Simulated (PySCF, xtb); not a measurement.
CH5ClSi, SMILES C[SiH2]Cl.

Harmonic wavenumbers (cm⁻¹) from GFN2-xTB (xtb 6.7.1) at its own minimum, in rising order: 123, 172, 460, 486, 573, 681, 758, 784, 833, 836, 1375, 1478, 1481, 2256, 2279, 3030, 3033, 3050.

Question: What does B3LYP-D3(BJ)/def2-TZVP (PySCF) give at its own minimum? (Estimate from the structure and the level; the computed values follow.)

Answer: 167, 200, 499, 513, 683, 696, 757, 892, 920, 971, 1295, 1454, 1461, 2241, 2245, 3033, 3104, 3117. Paired by order, the mean absolute difference is 50 cm⁻¹ and the zero-point energies are 33.9 and 34.7 kcal/mol.
